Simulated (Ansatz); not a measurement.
`FC(F)(Cl)C[SiH3]` → `FC[SiH](F)CCl`  (isomerisation)

Program: Ansatz. Geometries: PBE0-D4/def2-TZVP. ΔE: electronic, gas phase. CBS: MP2 limit from def2 TZ/QZ plus the TZ coupled-cluster correction, frozen cores. Functionals use def2-TZVPP. B3LYP here is the variant with VWN-RPA as its local correlation; programs differ in this. Each species was taken in one conformer, which may not be the lowest.

`FC(F)(Cl)C[SiH3]`:

Cartesian coordinates in Å:
```
F -1.572 -0.783 -0.992
C -1.149 -0.674 0.279
F -1.807 0.366 0.820
Cl -1.673 -2.146 1.144
C 0.336 -0.471 0.343
Si 0.964 1.075 -0.558
H 0.820 -1.353 -0.082
H 0.628 -0.415 1.394
H 0.645 1.002 -2.004
H 2.438 1.101 -0.376
H 0.372 2.300 0.031
```

`FC[SiH](F)CCl`:

Cartesian coordinates in Å:
```
F 1.116 0.479 -1.797
C 1.413 -0.218 -0.629
Si 0.198 0.260 0.725
F 0.451 1.786 1.137
C -1.554 0.108 0.089
Cl -1.824 -1.633 -0.213
H 2.444 0.015 -0.342
H 1.357 -1.291 -0.843
H 0.402 -0.589 1.921
H -1.700 0.638 -0.853
H -2.302 0.445 0.806
```

```json
{"level": "PBE-D4", "ΔE (kJ/mol)": "-154.8", "difference from CCSD(T)/CBS": "20.6"}
{"level": "r2SCAN-D4", "ΔE (kJ/mol)": "-157.9", "difference from CCSD(T)/CBS": "17.5"}
{"level": "PBE0-D4", "ΔE (kJ/mol)": "-159.8", "difference from CCSD(T)/CBS": "15.6"}
{"level": "B3LYP-D4", "ΔE (kJ/mol)": "-172.0", "difference from CCSD(T)/CBS": "3.4"}
{"level": "ωB97X-V", "ΔE (kJ/mol)": "-160.9", "difference from CCSD(T)/CBS": "14.5"}
{"level": "ωB97M-V", "ΔE (kJ/mol)": "-165.2", "difference from CCSD(T)/CBS": "10.2"}
{"level": "B2PLYP", "ΔE (kJ/mol)": "-173.4", "difference from CCSD(T)/CBS": "2.0"}
{"level": "PBE", "ΔE (kJ/mol)": "-155.0", "difference from CCSD(T)/CBS": "20.4"}
{"level": "r2SCAN", "ΔE (kJ/mol)": "-157.9", "difference from CCSD(T)/CBS": "17.5"}
{"level": "PBE0", "ΔE (kJ/mol)": "-159.9", "difference from CCSD(T)/CBS": "15.5"}
{"level": "B3LYP", "ΔE (kJ/mol)": "-172.3", "difference from CCSD(T)/CBS": "3.1"}
{"level": "HF/def2-TZVPP", "ΔE (kJ/mol)": "-176.7", "difference from CCSD(T)/CBS": "-1.3"}
{"level": "MP2/def2-TZVPP", "ΔE (kJ/mol)": "-173.4", "difference from CCSD(T)/CBS": "2.0"}
{"level": "SCS-MP2/def2-TZVPP", "ΔE (kJ/mol)": "-174.1", "difference from CCSD(T)/CBS": "1.3"}
{"level": "CCSD/def2-TZVPP", "ΔE (kJ/mol)": "-170.8", "difference from CCSD(T)/CBS": "4.6"}
{"level": "CCSD(T)/def2-TZVPP", "ΔE (kJ/mol)": "-166.5", "difference from CCSD(T)/CBS": "8.9"}
{"level": "HF/def2-QZVPP", "ΔE (kJ/mol)": "-179.4", "difference from CCSD(T)/CBS": "-4.0"}
{"level": "MP2/def2-QZVPP", "ΔE (kJ/mol)": "-179.5", "difference from CCSD(T)/CBS": "-4.1"}
{"level": "SCS-MP2/def2-QZVPP", "ΔE (kJ/mol)": "-180.4", "difference from CCSD(T)/CBS": "-5.0"}
{"level": "HF/CBS(def2)", "ΔE (kJ/mol)": "-179.7", "difference from CCSD(T)/CBS": "-4.3"}
{"level": "MP2/CBS(def2)", "ΔE (kJ/mol)": "-182.4", "difference from CCSD(T)/CBS": "-7.0"}
{"level": "CCSD/CBS(def2)", "ΔE (kJ/mol)": "-179.8", "difference from CCSD(T)/CBS": "-4.4"}
{"level": "CCSD(T)/CBS", "ΔE (kJ/mol)": "-175.4", "difference from CCSD(T)/CBS": "0"}
```

Largest T1 diagnostic among the species: 0.011.

In def2-TZVPP, CCSD(T) changes the Hartree–Fock value by +10.2 kJ/mol (the triples alone add +4.4 kJ/mol) and MP2 by +3.3 kJ/mol. From PBE to PBE0 (25 % exact exchange), in def2-TZVPP and without D4, ΔE moves by −4.8 kJ/mol.
